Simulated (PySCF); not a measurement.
C7H8O2.
Z-matrix (Å and degrees, PBE0-D3(BJ)/def2-SVP geometry), rows numbered from 1:
```
C 
C   1  1.3410
C   2  1.4379  1  121.90
C   3  1.3129  2  152.53  1   178.92
C   4  1.4669  3   63.81  2  -179.46
O   5  1.4295  3  119.41  4  -103.17
C   6  1.3372  5  116.52  3   -89.61
C   7  1.5012  6  111.11  5  -176.52
O   7  1.2052  6  123.82  5     2.82
H   1  1.0930  2  121.09  3  -179.78
H   1  1.0949  2  120.19  3    -0.61
H   2  1.0952  1  121.09  3   179.95
H   4  1.0876  3  150.46  5   179.31
H   5  1.0992  3  122.53  4   110.41
H   8  1.1007  7  109.32  6    68.51
H   8  1.0956  7  109.66  6  -171.29
H   8  1.0991  7  110.27  6   -49.12
```

Computed with PySCF at B3LYP/def2-SVPD, non-relativistic, on one gas-phase PBE0-D3(BJ)/def2-SVP geometry that isn't relaxed in the solvent. The solvent is an IEF-PCM continuum (Bondi radii, 1.10 Å for H, scaled by 1.2), and excitations are vertical TDDFT with non-equilibrium linear response and a frozen core. Only the electrostatic response of the medium enters.

```json
{"run": "gas", "E − E(gas) (kcal/mol)": "0.00", "HOMO (eV)": "-6.95", "HOMO–LUMO gap (eV)": "5.42", "dipole (D)": "1.69", "lowest singlet (eV)": "5.23", "static polarisability (au)": "91.0"}
{"run": "P", "E − E(gas) (kcal/mol)": "-4.60", "HOMO (eV)": "-6.94", "HOMO–LUMO gap (eV)": "5.44", "dipole (D)": "2.23", "lowest singlet (eV)": "5.22", "static polarisability (au)": "117.9"}
{"run": "Q", "E − E(gas) (kcal/mol)": "-3.85", "HOMO (eV)": "-6.94", "HOMO–LUMO gap (eV)": "5.44", "dipole (D)": "2.13", "lowest singlet (eV)": "5.21", "static polarisability (au)": "112.7"}
```

Problem. The runs were made in chloroform and dichloromethane. Which run belongs to which solvent?

Solution. P = dichloromethane, Q = chloroform. The dielectric constants are 4.711 (chloroform), 8.93 (dichloromethane), and the energy falls further as ε rises. The optical constants n² used for the excitations are 2.09, 2.03 in the same order. In this model the ground state sees the solvent through ε alone.

Problem. How constant is the ratio of the lowering to (ε − 1)/(2ε + 1)?

Solution. 
```tsv
solvent	(ε − 1)/(2ε + 1)	E − E(gas) (kcal/mol)	ratio (kcal/mol)	polarisation term (kcal/mol)
chloroform	0.356	-3.85	-10.8	-4.25
dichloromethane	0.420	-4.60	-11.0	-5.20
```

The ratio changes by +1.3 % in size from chloroform to dichloromethane. The polarisation term is half the interaction of the solute with the induced surface charges.

On an x86-64 server with one thread (shared host), this took 33 s wall. This is the whole response run at B3LYP/def2-SVPD in dichloromethane, SCF included.
